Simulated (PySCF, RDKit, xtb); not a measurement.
Pair of molecules: CH4O (SMILES CO) (first 6 atoms) with CHN (SMILES C#N); geometry from B3LYP-D3(BJ)/def2-TZVP, rigid monomers moved along the line of their centres of mass till O2···H9 is 2.75 Å.
(charge 0, multiplicity 1):
```json
[
 {"atom": "C", "x (Å)": "0.0701", "y (Å)": "0.0851", "z (Å)": "-0.2936"},
 {"atom": "O", "x (Å)": "-0.8249", "y (Å)": "-0.3368", "z (Å)": "0.7350"},
 {"atom": "H", "x (Å)": "0.7144", "y (Å)": "-0.7321", "z (Å)": "-0.6293"},
 {"atom": "H", "x (Å)": "0.6936", "y (Å)": "0.8677", "z (Å)": "0.1348"},
 {"atom": "H", "x (Å)": "-0.4701", "y (Å)": "0.4983", "z (Å)": "-1.1496"},
 {"atom": "H", "x (Å)": "-1.3914", "y (Å)": "-1.0384", "z (Å)": "0.3995"},
 {"atom": "C", "x (Å)": "-0.0665", "y (Å)": "0.4092", "z (Å)": "4.4118"},
 {"atom": "N", "x (Å)": "0.2472", "y (Å)": "0.6804", "z (Å)": "5.4814"},
 {"atom": "H", "x (Å)": "-0.3561", "y (Å)": "0.1538", "z (Å)": "3.4044"}
]
```

Counterpoise-corrected where a basis set is named; no monomer relaxation. Rows marked so take none. RDKit's UFF carries no charges.

Rows in 6-31G* carry no dispersion term and start afresh at each structure (6-31G* with six Cartesian d functions).

Codes used: PySCF for 6-31G* rows; RDKit for the force fields; xtb for the GFN methods. Each number belongs to the level named beside it.

### Question
One of these levels gives -16.3 kJ/mol for the interaction energy. Which?
A) HF/6-31G* (no counterpoise)
B) BP86/6-31G* (no counterpoise)
C) UFF
D) GFN-FF

### Answer
B, BP86/6-31G* (no counterpoise). The others give -1.3 (UFF), -10.2 (GFN-FF), -18.3 (HF/6-31G* (no counterpoise))
